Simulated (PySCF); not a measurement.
B3H7N3, SMILES B1[NH2+]BNBN1, charge +1.

The structure is a stationary point at B3LYP-D3(BJ)/def2-SVP. The isomer is the one that the SMILES or the coordinates give; other isomers of the formula were not compared.

Two levels are set side by side: PBE/def2-TZVP (PySCF) and HF/def2-TZVP (PySCF). Same geometry, gas phase. Differences are taken from unrounded values.

```
quantity                         HF
---------------------------  ------
orbital gap (eV)              14.53
highest occupied level (eV)  -16.69
lowest empty level (eV)       -2.16
mean polarisability (bohr³)    50.2
```

### Question
What does PBE give, and how far is it from HF? (An estimate is asked for; the answer gives what the named calculation found.)

### Answer

| quantity | PBE | PBE minus HF |
|---|---|---|
| orbital gap (eV) | 5.43 | -9.10 |
| highest occupied level (eV) | -12.55 | 4.15 |
| lowest empty level (eV) | -7.11 | -4.95 |
| mean polarisability (bohr³) | 56.0 | 5.8 |

PBE's occupied levels lie high since its potential decays too fast outside the molecule; exact exchange lowers them and widens the gap. Loosely held outer electrons make PBE densities more polarisable. Differences between two approximate levels are no errors against the true value.

Rough cost on one machine, each run with all the roots and properties that it gave: HF against PBE about 1/3.
